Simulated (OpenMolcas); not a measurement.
Mn4+: moving or changing the point charges

Mn4+ among 6 point charges of -1 e arranged as a trigonal antiprism (D3d), 1.68 Å from the ion, with a polar angle of 50.4° against the regular 54.74°.

| Item | Value |
| --- | --- |
| Program | OpenMolcas |
| Method | SS-CASPT2, IPEA 0.25 Eh, imaginary shift 0.1 Eh (closed shells correlated: 3s 3p) |
| Basis | ANO-RCC-VDZP [5s4p2d1f] |
| Scalar Hamiltonian | DKH2, point nucleus |
| Active space | 3 electrons in 5 orbitals (3d) |
| State averaging | 2S+1 = 4 even, 10 roots; 2S+1 = 2 even, 40 roots |
| Spin-orbit coupling | RASSI with atomic mean-field integrals over the reference wave functions |

Runs around this geometry, states (labels of D3, the rotations of D3d). Energies in cm-1 above the lowest state or level, χT in cm3 K/mol.

| R (Å) | q (e) | Polar angle / regular | Ground state | First state of that spin | First gap with spin-orbit (degeneracies) | χT at 300 K | First state of another spin |
| --- | --- | --- | --- | --- | --- | --- | --- |
| 1.68 | -1 | 0.85 | 4A2 | 4E 2090 | 91 (2, 2) | 1.284 | 2E 19640 |
| 1.68 | -0.8 | 0.92 | 4A2 | 4E 1620 | 67 (2, 2) | 1.171 | 2E 19710 |
| 1.6 | -1 | 0.92 | 4A2 | 4E 2960 | 40 (2, 2) | 1.434 | 2E 20140 |
| 1.68 | -1 | 0.92 | 4A2 | 4E 2200 | 54 (2, 2) | 1.311 | 2E 19930 |
| 1.81 | -1 | 0.92 | 4A2 | 4E 1330 | 86 (2, 2) | 1.078 | 2E 19550 |

Taking the first state of the same spin as R^-n, n = -ln(1330 / 2960) / ln(1.81 / 1.6) = 6.5 between the shortest and longest distance.

Scaling the charges by -0.8 / -1 = 0.80 scales the first state of the same spin by 1620 / 2200 = 0.74; with fixed orbitals a first-order splitting would follow the charge.

Roots that are degenerate in the reference are averaged as groups; the widest CASPT2 spread within a group is 40 cm-1 (the 2-fold group of multiplicity 2 near 29900 cm-1 above the lowest state of its run, R = 1.68, q = -1, ratio = 0.85). Shifts and gaps below about the spread of the groups concerned are not significant. Free-ion shares, where given, are those of the reference states; single-state CASPT2 does not remix them. The ground term spreads over less than 5000 cm-1, several times less than with real ligands, so orbital moments are less quenched and χT lies further from the spin-only value than at real sites (holds for R = 1.68, q = -0.8, ratio = 0.92; R = 1.81, q = -1, ratio = 0.92). This is an electrostatic model: the charges have no orbitals. No measured value stands beside these numbers.
